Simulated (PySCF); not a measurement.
Species: ClFH₄OSi₂.
Structure used (PBE0-D3(BJ)/def2-SVP), in Å, numbered top down from 1:
```xyz
9
ClFH4OSi2 angstrom
F     -1.517    1.835    0.053
Si    -1.569    0.218    0.025
O     -0.097   -0.353   -0.444
Si     1.537   -0.314   -0.223
Cl     1.952   -0.431    1.796
H     -2.563   -0.196   -0.992
H     -1.889   -0.247    1.396
H      2.098    0.961   -0.734
H      2.123   -1.499   -0.893
```

Jobs on this species (9 atoms, 66 electrons) with PySCF (density fitting). Hardware of each: an Arm Neoverse V2 with one thread, shared host. Times come from a shared host and carry two figures at best. Peak memory is the resident size of the whole Python process, interpreter and libraries included.

```
                                                                 level and settings                                                          work  basis functions  SCF cycles  wall time  peak memory
      delta-SCF UKS HF, pcX-2 on the ionised atom, pcseg-1 elsewhere, spin-free X2C                                 ΔSCF core ionisation, 8 holes              144           ?          ?            ?
                                                 PBE0-D3(BJ)/def2-SVP, grid level 1  geometry optimisation from a GFN2-xTB start shaken at random              102           ?          ?            ?
    delta-SCF UKS SCAN, pcX-1 on the ionised atom, pcseg-1 elsewhere, spin-free X2C                                 ΔSCF core ionisation, 8 holes              124           ?          ?            ?
 delta-SCF UKS SCAN, pcX-2 on the ionised atom, pcseg-1 elsewhere, non-relativistic                                 ΔSCF core ionisation, 8 holes              144         112       30 s     0.54 GiB
     delta-SCF UKS PBE, pcX-2 on the ionised atom, pcseg-1 elsewhere, spin-free X2C                                 ΔSCF core ionisation, 8 holes              144         115       21 s     0.54 GiB
    delta-SCF UKS PBE0, pcX-2 on the ionised atom, pcseg-1 elsewhere, spin-free X2C                                 ΔSCF core ionisation, 8 holes              144          98       43 s     0.62 GiB
    delta-SCF UKS SCAN, pcX-2 on the ionised atom, pcseg-1 elsewhere, spin-free X2C                                 ΔSCF core ionisation, 8 holes              144         114       32 s     0.51 GiB
   delta-SCF UKS B3LYP, pcX-2 on the ionised atom, pcseg-1 elsewhere, spin-free X2C                                 ΔSCF core ionisation, 8 holes              144         100       45 s     0.60 GiB
delta-SCF UKS SCAN, def2-TZVP on the ionised atom, pcseg-1 elsewhere, spin-free X2C                                 ΔSCF core ionisation, 8 holes              121         112       28 s     0.54 GiB
```

**Question.** Fill in the missing figures.

**Answer.** 
- delta-SCF UKS HF, pcX-2 on the ionised atom, pcseg-1 elsewhere, spin-free X2C; ΔSCF core ionisation, 8 holes: 29 s, 0.62 GiB, 95 SCF cycles
- PBE0-D3(BJ)/def2-SVP, grid level 1; geometry optimisation from a GFN2-xTB start shaken at random: 52 s, 0.42 GiB, 91 SCF cycles
- delta-SCF UKS SCAN, pcX-1 on the ionised atom, pcseg-1 elsewhere, spin-free X2C; ΔSCF core ionisation, 8 holes: 25 s, 0.54 GiB, 111 SCF cycles

**Question.** What do all jobs in the table cost together?

**Answer.** About 5.1 min; the longest takes about 17 % of that, and about 2.5 times as long as the shortest.
